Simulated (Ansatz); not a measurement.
Cost and result for the atomization energy of `F[Si]Br` (3 atoms, 2 bonds).

Bond lengths: F1–Si2 1.603 Å, Si2–Br3 2.255 Å. Angles: F1–Si2–Br3 100.7°.

Charge 0, multiplicity 1. Correlated methods include outer-core shells of Br, which these sets cover unevenly. Scalar relativity is left out up to krypton. The geometry is a stationary point of PBE0-D4/def2-TZVP. Program: Ansatz. All runs use 4 threads of an Arm Neoverse V1 on a shared host. Times are those of one run each, without the atoms' runs, and a repeat can differ threefold. Electronic energies, without spin–orbit coupling; frozen cores. CCSD(T)/CBS adds CCSD(T) − MP2 in def2-TZVPP to the MP2 limit, and its time is that of the two runs behind it. T1 = 0.012; the RHF reference is unstable towards UHF. With those shells the extrapolation isn't a true limit. B3LYP takes the VWN-RPA correlation (the form of Gaussian; ORCA's B3LYP/G).

CCSD(T)/CBS is a level of theory with its own doubt, some kJ/mol a heavy atom from the limit and from the frozen cores, so smaller differences don't rank the functionals.

```
                             level  functions  wall time  atomization (kcal/mol)  difference from CCSD(T)/CBS  per bond
                  CCSD(T)/def2-SVP         64     0.65 s                   211.0                        -28.3     -14.1
              revPBE-D4/def2-TZVPP        121     0.66 s                   234.6                         -4.7      -2.3
   PBE-D4/def2-TZVPP (with forces)        121     0.81 s                   243.4                          4.1       2.1
                PBE0-D4/def2-TZVPP        121      0.9 s                   233.7                         -5.6      -2.8
               BHLYP-D4/def2-TZVPP        121     0.91 s                   222.7                        -16.6      -8.3
 B3LYP-D4/def2-TZVPP (with forces)        121      1.2 s                   234.2                         -5.1      -2.5
                 B2PLYP/def2-TZVPP        121      1.5 s                   233.3                         -6.0      -3.0
r2SCAN-D4/def2-TZVPP (with forces)        121      1.8 s                   237.1                         -2.2      -1.1
             r2SCANh-D4/def2-TZVPP        121      1.8 s                   233.6                         -5.7      -2.8
  ωB97M-V/def2-TZVPP (with forces)        121      3.2 s                   238.9                         -0.4      -0.2
                CCSD(T)/def2-TZVPP        121      3.3 s                   228.2                        -11.1      -5.6
                CCSD(T)/def2-QZVPP        216       28 s                   234.9                         -4.4      -2.2
                 CCSD(T)/CBS(def2)          –       31 s                   239.3                          0.0       0.0
```

Leaving LDA and LC-ωPBE aside and taking each functional with its dispersion term where it has one, the values spread over 20.7 kcal/mol, from BHLYP-D4 to PBE-D4. LDA lies +35.9 kcal/mol from PBE without D4, its usual overbinding. From BLYP to BHLYP (50 % exact exchange), in def2-TZVPP and without D4, the atomization energy moves by −14.4 kcal/mol: exact exchange takes away binding that semilocal exchange gives to molecules. In def2-TZVPP, CCSD(T) changes the Hartree–Fock value by +63.6 kcal/mol (the triples alone add +6.0 kcal/mol) and MP2 by +75.4 kcal/mol; breaking electron pairs costs correlation energy, which Hartree–Fock lacks.
